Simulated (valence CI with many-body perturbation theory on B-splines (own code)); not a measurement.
# Questions on Ag33+

Calculated by valence CI with perturbative core correlation (CI+MBPT): four valence electrons over a frozen Dirac-Fock core [Ne], a basis of 11 s, 11 p, 9 d, 7 f, 5 g, 2 h, 1 i functions for each j, with the one-electron correlation potential Σ1 (screened to all orders), the two-electron term Σ2, the three-electron term Σ3, Breit, model QED; selected single and double excitations, second order for the rest (own B-spline code, finite nucleus).

The last digits are not significant, and no measured levels were compared; by estimate large intervals hold to a few tenths of a per cent, small ones and those within an open d or f shell to about a per cent.

Levels are named by their leading jj configuration (3d3/2^4 stands for four electrons in 3d with j = 3/2), which in mixed levels can hold well under half, so a name can repeat and another be missing.

Rates and lifetimes use the calculated energies. Strong lines usually hold to 10 to 20 %, long lifetimes can be off by a factor of two.

(1) What is the ground level?

(2) Name the longest-lived excited levels whose lifetime is computed, and their main decay.

(3) What are the static dipole polarisabilities of the lowest levels?

(4) Among levels below 2694200 cm⁻¹, which E1 lines absorb most strongly from the ground level?

(5) Where does the other parity begin?

(6) How well does LS coupling describe the low levels?

(7) What is the ionisation energy?

## Answers

(1) (3s^2 3p1/2^2) J=0, composition 75 % 3s²3p² ³P + 23 % 3s²3p² ¹S.

(2) (3s^2 3p1/2 3p3/2) J=2 at 335820 cm⁻¹ lives 793 μs, mostly by E2 to (3s^2 3p1/2^2) J=0; (3s^2 3p3/2 3d5/2) J=4 at 1707000 cm⁻¹ lives 3.29 μs, mostly by M1 to (3s^2 3p1/2 3d5/2) J=3; (3s^2 3p1/2 3p3/2) J=1 at 293490 cm⁻¹ lives 2.89 μs, mostly by M1 to (3s^2 3p1/2^2) J=0.

(3) (3s^2 3p1/2^2) J=0 0.0227; (3s^2 3p1/2 3p3/2) J=1 0.0247 (tensor 0.0011); (3s^2 3p1/2 3p3/2) J=2 0.0246 (tensor 0.0016) bohr³, of which the core gives 0.000354.

(4) to (3s^2 3p1/2 3d3/2) J=1 at 6.802 nm, f = 0.437; to (3s 3p1/2 3p3/2^2) J=1 at 7.122 nm, f = 0.198; to (3s 3p1/2^2 3p3/2) J=1 at 9.225 nm, f = 0.134.

(5) At (3s 3p1/2^2 3p3/2) J=2, 947970 cm⁻¹.

(6) Among the lowest 20 levels the leading LS term, summed over configurations, holds 62 % on average. For single configurations the figures are 56 % in LS and 78 % in jj coupling. Terms mix most in the J = 2 level at 1430600 cm⁻¹, where the leading one holds 32 %.

(7) 2075.5 eV; NIST lists 2077 ± 4 eV (semi-empirical).
